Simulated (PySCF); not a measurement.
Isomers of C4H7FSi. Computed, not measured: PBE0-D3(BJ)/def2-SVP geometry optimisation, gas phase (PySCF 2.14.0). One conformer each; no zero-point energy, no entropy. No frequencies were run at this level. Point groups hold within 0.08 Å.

Task: Order them by energy at this level, lowest first, and give relative energies in kJ/mol.
A. `[F:1][C@H:2]1[CH2:3][CH:4]=[CH:5][SiH2:6]1` with F1–C2–C3–C4 94°, C2–C3–C4–C5 15°, C4–C5–Si6–C2 -11°, F1–C2–Si6–C5 -97°
B. `FC1=CC[SiH2]C1`
C. `[F:1]/[CH:2]=[CH:3]/[C@@H:4]1[CH2:5][SiH2:6]1` with C2–C3–C4–C5 -142°

Result: B (0.0), A (45.6), C (159.4).

As drawn, the highest has a three-membered ring, which the lowest lacks.

```
               SMILES      E (Eh)  E rel (kJ/mol)  dipole (D)  point group     A, B, C (MHz)
       FC1=CC[SiH2]C1  -545.28122             0.0        1.21           Cs  5542, 2253, 1666
   F[C@H]1CC=C[SiH2]1  -545.26385            45.6        1.83           C1  3819, 3086, 2054
F/C=C/[C@@H]1C[SiH2]1  -545.22049           159.4        1.83           C1  9038, 1173, 1119
```
